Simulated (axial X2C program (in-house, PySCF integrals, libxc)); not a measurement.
**Low determinants of AlGa at the PBE0 level, two-component**

Calculated with an in-house all-electron X2C program for linear molecules (integrals from PySCF). Two-component (2c) means X2C with spin–orbit coupling and atomic mean-field two-electron Coulomb and Gaunt terms. Basis: Ga dyall-cv3z [9s9p7d4f1g], Al dyall-v3z [8s8p2d1f] (cores contracted in-house); Gaussian nuclei, density fitting, unrestricted open shells. Masses: Ga 68.926 u, Al 26.982 u.

Search at 2.500 Å (vertical energies from the lowest determinant):

```csv
ΔE (eV),state,electrons beyond evenly filled partner blocks,"electrons in ±ω = 1/2, 3/2, 5/2, 7/2"
0.00,Ω = 1,"ω = -1/2, ω = 3/2",31 11 2 0
0.08,Ω = 2,"ω = 1/2, ω = 3/2",31 11 2 0
0.18,Ω = 1,2 × ω = 1/2,32 10 2 0
0.60,Ω = 0,none,30 12 2 0
0.96,Ω = 0,none,32 10 2 0
2.12,Ω = 3,2 × ω = 3/2,30 12 2 0
3.11,Ω = 0,"3 × ω = 1/2, ω = -3/2",31 11 2 0
```

Lowest determinant, Ω = 1 (⟨Sz⟩ = 1.00, ⟨Lz⟩ = 0.00 at PBE0): Re = 2.452 Å, ωe = 284.6 cm⁻¹.

The determinant in row 2 of the search, Ω = 2 (⟨Sz⟩ = 1.00, ⟨Lz⟩ = 1.00 at PBE0), was followed along the bond at PBE0; measured from the minimum of the lowest determinant it gives:

Te = -0.013 eV (-109 cm⁻¹), Re = 2.712 Å, ωe = 221.6 cm⁻¹.

Question: Compare the bond of the determinant in row 2 with that of the lowest one.

Answer: At PBE0 its Re is 0.260 Å longer and its force constant, which goes as ωe², is 0.61 times that of the lowest determinant. T0 ≈ Te + Δωe/2 = -109 + (-32) = -141 cm⁻¹.

The search compares states at one distance, so a state with another bond length can lie lower; it is not exhaustive and yields mostly the lowest determinant of each block pattern, so other components and higher states of one pattern are missing. These are energies of single determinants, not of spin-adapted states; PBE0 term energies can be off by some tenths of an eV, and the functional has no current term. Open-shell Ω = 0 determinants with evenly filled partner blocks cannot be reached by this program, so the Ω shown need not be the lowest component. The lowest determinant need not be the ground state where others lie within half an eV. Some points of a curve did not converge.
